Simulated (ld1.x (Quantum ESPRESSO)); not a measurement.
# Pseudopotential generation for lead: TM, PBE, scalar-relativistic.

Input for ld1.x (Quantum ESPRESSO) 7.5:

```
&input
   title='Pb', zed=82., rel=1, dft='PBE', iswitch=3,
   config='[Xe] 4f14 5d10 5f-2 6s1.75 6p2.25',
   nld=4, rlderiv=2.30, eminld=-4.0, emaxld=5.0, deld=0.02
 /
 &inputp
   pseudotype=2, tm=.true., lloc=1,
   nlcc=.true., new_core_ps=.true.,
   file_pseudopw='Pb.UPF', file_wfcaegen='ae.wfc', file_wfcncgen='nc.wfc', file_beta='beta', file_chi='chi'
 /
4
6S  1  0   1.75   0.00  1.55  1.55  0.0
5D  3  2  10.00   0.00  1.20  1.20  0.0
5F  4  3  -2.00   0.50  1.80  1.80  0.0
6P  2  1   2.25   0.00  2.10  2.10  0.0
 &test
   configts(1)='5d10 6s1.75 6p2.25'
 /
```

Command:

```bash
ld1.x < Pb.in > Pb.out
```

Resulting log (shortened: banner, matrices, multipoles, cross overlaps and the repeated all-electron block are left out):

```
Program LD1 v.7.5
     --------------------------- All-electron run ----------------------------

     Pb
     scalar relativistic calculation

     atomic number is 82.00
     dft =PBE   lsd =0 sic =0 latt =0  beta=0.20 tr2=1.0E-14
     Exchange-correlation= PBE
                           (   1   4   3   4   0   0   0)
     mesh =1281 r(mesh) =  98.81810 a.u. xmin = -7.00 dx = 0.01250
     1 Ry =  13.60569312 eV, c = 137.03599908

     n l     nl                  e(Ry)          e(Ha)          e(eV)
     1 0     1S 1( 2.00)     -6478.1028     -3239.0514    -88139.0784
     2 0     2S 1( 2.00)     -1158.6915      -579.3458    -15764.8012
     2 1     2P 1( 6.00)      -993.6792      -496.8396    -13519.6947
     3 0     3S 1( 2.00)      -278.1730      -139.0865     -3784.7362
     3 1     3P 1( 6.00)      -230.8703      -115.4351     -3141.1502
     4 0     4S 1( 2.00)       -63.0077       -31.5038      -857.2628
     4 1     4P 1( 6.00)       -47.5097       -23.7549      -646.4028
     3 2     3D 1(10.00)      -182.6839       -91.3419     -2485.5404
     5 0     5S 1( 2.00)       -10.6302        -5.3151      -144.6310
     5 1     5P 1( 6.00)        -6.3432        -3.1716       -86.3031
     4 2     4D 1(10.00)       -29.5878       -14.7939      -402.5625
     4 3     4F 1(14.00)        -9.8019        -4.9010      -133.3619
     5 2     5D 1(10.00)        -1.5887        -0.7943       -21.6150
     6 0     6S 1( 1.75)        -0.9061        -0.4530       -12.3281
     6 1     6P 1( 2.25)        -0.2708        -0.1354        -3.6850

     final scf error:  4.1E-15 reached in  32 iterations

     Etot =  -41763.666892 Ry,  -20881.833446 Ha, -568223.635426 eV

     Ekin =   47222.011968 Ry,   23611.005984 Ha,  642488.203482 eV
     Encl = -104289.688071 Ry,  -52144.844036 Ha,-1418933.491790 eV
     Eh   =   16076.749878 Ry,    8038.374939 Ha,  218735.325259 eV
     Exc  =    -772.740667 Ry,    -386.370333 Ha,  -10513.672377 eV

     normalization and overlap integrals

     s(1S/1S) =  1.000000  <r> =   0.0160  <r2> =    0.0004  r(max) =   0.0099
     s(2S/2S) =  1.000000  <r> =   0.0676  <r2> =    0.0054  r(max) =   0.0575
     s(2P/2P) =  1.000000  <r> =   0.0614  <r2> =    0.0046  r(max) =   0.0476
     s(3S/3S) =  1.000000  <r> =   0.1745  <r2> =    0.0348  r(max) =   0.1601
     s(3P/3P) =  1.000000  <r> =   0.1765  <r2> =    0.0361  r(max) =   0.1622
     s(4S/4S) =  1.000000  <r> =   0.3842  <r2> =    0.1665  r(max) =   0.3609
     s(4P/4P) =  1.000000  <r> =   0.4100  <r2> =    0.1909  r(max) =   0.3842
     s(3D/3D) =  1.000000  <r> =   0.1599  <r2> =    0.0299  r(max) =   0.1311
     s(5S/5S) =  1.000000  <r> =   0.8534  <r2> =    0.8160  r(max) =   0.7932
     s(5P/5P) =  1.000000  <r> =   0.9769  <r2> =    1.0766  r(max) =   0.8766
     s(4D/4D) =  1.000000  <r> =   0.4310  <r2> =    0.2143  r(max) =   0.3890
     s(4F/4F) =  1.000000  <r> =   0.4539  <r2> =    0.2467  r(max) =   0.3520
     s(5D/5D) =  1.000000  <r> =   1.3031  <r2> =    1.9793  r(max) =   1.0707
     s(6S/6S) =  1.000000  <r> =   2.3015  <r2> =    6.0199  r(max) =   1.9509
     s(6P/6P) =  1.000000  <r> =   3.3368  <r2> =   13.0100  r(max) =   2.6334

     ------------------------ End of All-electron run ------------------------

     --------------------- Generating NC pseudopotential ---------------------

      Generating local pot.: lloc=1, matching radius rcloc =   2.1000

      Computing core charge for nlcc:

       r > 0.89 : true rho core
      Core charge pseudized with two Bessel functions
      Integrated core pseudo-charge :  20.78

      Wfc   6S  rcut= 1.558  Using Troullier-Martins method

      Wfc   5D  rcut= 1.213  Using Troullier-Martins method

      Wfc   5F  rcut= 1.810  Using Troullier-Martins method

     ------------------- End of pseudopotential generation -------------------

     Computing logarithmic derivative in   2.30954
     Computing logarithmic derivative in   2.30954
     Computing the partial wave expansion
     R is outside the sphere for l=    0 j= 0.00
       no projector for channel:   1
     R is outside the sphere for l=    2 j= 0.00
     R is outside the sphere for l=    3 j= 0.00

     ---------------------- Testing the pseudopotential ----------------------

     Pb
     scalar relativistic calculation

     atomic number is 82.00   valence charge is 14.00
     dft =PBE   lsd =0 sic =0 latt =0  beta=0.20 tr2=1.0E-14
     mesh =1281 r(mesh) =  98.81810 xmin = -7.00 dx = 0.01250

     n l     nl             e AE (Ry)        e PS (Ry)    De AE-PS (Ry)
     3 2     5D   1(10.00)       -1.58867       -1.58868        0.00000
     1 0     6S   1( 1.75)       -0.90610       -0.90609       -0.00001
     2 1     6P   1( 2.25)       -0.27084       -0.27084       -0.00000

     eps = 9.6E-15  iter =  9

     Etot =  -41763.666892 Ry,  -20881.833446 Ha, -568223.635426 eV
     Etotps =  -176.713528 Ry,     -88.356764 Ha,   -2404.310027 eV

     Ekin =      71.732798 Ry,      35.866399 Ha,     975.974435 eV
     Encl =    -201.923854 Ry,    -100.961927 Ha,   -2747.313991 eV
     Ehrt =     105.776112 Ry,      52.888056 Ha,    1439.157314 eV
     Ecxc =     -76.382862 Ry,     -38.191431 Ha,   -1039.241780 eV
     (Ecc =     -55.466476 Ry,     -27.733238 Ha,    -754.659844 eV)
     Epseu=     -75.915721 Ry,     -37.957861 Ha,   -1032.886004 eV

     ---------------------- End of pseudopotential test ----------------------
```

Generation and configuration tests took about 3.4 s on one core of a shared server CPU.

Transferability test of the new file with ld1.x, input:

```
&input
   title='Pb', zed=82., rel=1, dft='PBE', iswitch=2,
   config='[Xe] 4f14 5d10 5f-2 6s1.75 6p2.25'
 /
 &test
   file_pseudo='Pb.UPF', nconf=8,
   configts(1)='5d10 6s1.75 6p2.25',
   configts(2)='5d10 6s2 6p2',
   configts(3)='5d10 6s2 6p1',
   configts(4)='5d10 6s2 6p0',
   configts(5)='5d9 6s2 6p3',
   configts(6)='5d10 6s2 6p1.5',
   configts(7)='5d10 6s1 6p2',
   configts(8)='5d10 6s1 6p3'
 /
```

```bash
ld1.x < Pb.test.in > Pb.test.out
```

Pseudopotential blocks of its output, shortened (energy terms left out):

```
     ---------------------- Testing the pseudopotential ----------------------

     n l     nl             e AE (Ry)        e PS (Ry)    De AE-PS (Ry)
     3 2     5D   1(10.00)       -1.58867       -1.58868        0.00000
     1 0     6S   1( 1.75)       -0.90610       -0.90609       -0.00001
     2 1     6P   1( 2.25)       -0.27084       -0.27084       -0.00000

     eps = 3.5E-15  iter = 14

     Etot =  -41763.666892 Ry,  -20881.833446 Ha, -568223.635426 eV
     Etotps =  -176.713528 Ry,     -88.356764 Ha,   -2404.310026 eV

     ---------------------- End of pseudopotential test ----------------------

          ---------------------- Testing the pseudopotential ----------------------

     n l     nl             e AE (Ry)        e PS (Ry)    De AE-PS (Ry)
     3 2     5D   1(10.00)       -1.55649       -1.55597       -0.00052
     1 0     6S   1( 2.00)       -0.88491       -0.88498        0.00007
     2 1     6P   1( 2.00)       -0.25706       -0.25717        0.00012

     eps = 3.9E-15  iter = 11

     Etot =  -41763.824751 Ry,  -20881.912375 Ha, -568225.783202 eV
     Etotps =  -176.871413 Ry,     -88.435706 Ha,   -2406.458162 eV
     dEtot_ae =      -0.157859 Ry
     dEtot_ps =      -0.157885 Ry,   Delta E=       0.000026 Ry

     ---------------------- End of pseudopotential test ----------------------

          ---------------------- Testing the pseudopotential ----------------------

     n l     nl             e AE (Ry)        e PS (Ry)    De AE-PS (Ry)
     3 2     5D   1(10.00)       -2.12059       -2.11595       -0.00464
     1 0     6S   1( 2.00)       -1.41319       -1.41259       -0.00059
     2 1     6P   1( 1.00)       -0.72442       -0.72456        0.00014

     eps = 4.4E-15  iter = 11

     Etot =  -41763.341467 Ry,  -20881.670733 Ha, -568219.207784 eV
     Etotps =  -176.387798 Ry,     -88.193899 Ha,   -2399.878251 eV
     dEtot_ae =       0.325426 Ry
     dEtot_ps =       0.325729 Ry,   Delta E=      -0.000304 Ry

     ---------------------- End of pseudopotential test ----------------------

          ---------------------- Testing the pseudopotential ----------------------

     n l     nl             e AE (Ry)        e PS (Ry)    De AE-PS (Ry)
     3 2     5D   1(10.00)       -2.78165       -2.77128       -0.01037  !
     1 0     6S   1( 2.00)       -2.01698       -2.01600       -0.00098
     2 1     6P   1( 0.00)       -1.26226       -1.26302        0.00076

     eps = 1.0E-14  iter =  8

     Etot =  -41762.353306 Ry,  -20881.176653 Ha, -568205.763176 eV
     Etotps =  -175.398804 Ry,     -87.699402 Ha,   -2386.422297 eV
     dEtot_ae =       1.313586 Ry
     dEtot_ps =       1.314724 Ry,   Delta E=      -0.001138 Ry

     ---------------------- End of pseudopotential test ----------------------

          ---------------------- Testing the pseudopotential ----------------------

     n l     nl             e AE (Ry)        e PS (Ry)    De AE-PS (Ry)
     3 2     5D   1( 9.00)       -1.87524       -1.88756        0.01232  !
     1 0     6S   1( 2.00)       -1.03271       -1.03400        0.00128
     2 1     6P   1( 3.00)       -0.33386       -0.33040       -0.00346

     eps = 4.9E-15  iter = 21

     Etot =  -41762.404379 Ry,  -20881.202189 Ha, -568206.458058 eV
     Etotps =  -175.442434 Ry,     -87.721217 Ha,   -2387.015917 eV
     dEtot_ae =       1.262513 Ry
     dEtot_ps =       1.271094 Ry,   Delta E=      -0.008580 Ry

     ---------------------- End of pseudopotential test ----------------------

          ---------------------- Testing the pseudopotential ----------------------

     n l     nl             e AE (Ry)        e PS (Ry)    De AE-PS (Ry)
     3 2     5D   1(10.00)       -1.82380       -1.82151       -0.00229
     1 0     6S   1( 2.00)       -1.13725       -1.13701       -0.00024
     2 1     6P   1( 1.50)       -0.47991       -0.48002        0.00010

     eps = 2.8E-15  iter = 11

     Etot =  -41763.641607 Ry,  -20881.820804 Ha, -568223.291409 eV
     Etotps =  -176.688141 Ry,     -88.344071 Ha,   -2403.964625 eV
     dEtot_ae =       0.025285 Ry
     dEtot_ps =       0.025386 Ry,   Delta E=      -0.000102 Ry

     ---------------------- End of pseudopotential test ----------------------

          ---------------------- Testing the pseudopotential ----------------------

     n l     nl             e AE (Ry)        e PS (Ry)    De AE-PS (Ry)
     3 2     5D   1(10.00)       -2.24735       -2.24614       -0.00122
     1 0     6S   1( 1.00)       -1.49779       -1.49719       -0.00060
     2 1     6P   1( 2.00)       -0.78619       -0.78562       -0.00057

     eps = 9.9E-15  iter = 13

     Etot =  -41762.641217 Ry,  -20881.320608 Ha, -568209.680404 eV
     Etotps =  -175.687858 Ry,     -87.843929 Ha,   -2390.355077 eV
     dEtot_ae =       1.025675 Ry
     dEtot_ps =       1.025670 Ry,   Delta E=       0.000005 Ry

     ---------------------- End of pseudopotential test ----------------------

          ---------------------- Testing the pseudopotential ----------------------

     n l     nl             e AE (Ry)        e PS (Ry)    De AE-PS (Ry)
     3 2     5D   1(10.00)       -1.68117       -1.68371        0.00255
     1 0     6S   1( 1.00)       -0.96606       -0.96616        0.00011
     2 1     6P   1( 3.00)       -0.31000       -0.30968       -0.00032

     eps = 6.3E-15  iter = 13

     Etot =  -41763.182638 Ry,  -20881.591319 Ha, -568217.046807 eV
     Etotps =  -176.229030 Ry,     -88.114515 Ha,   -2397.718105 eV
     dEtot_ae =       0.484255 Ry
     dEtot_ps =       0.484497 Ry,   Delta E=      -0.000243 Ry

     ---------------------- End of pseudopotential test ----------------------
```
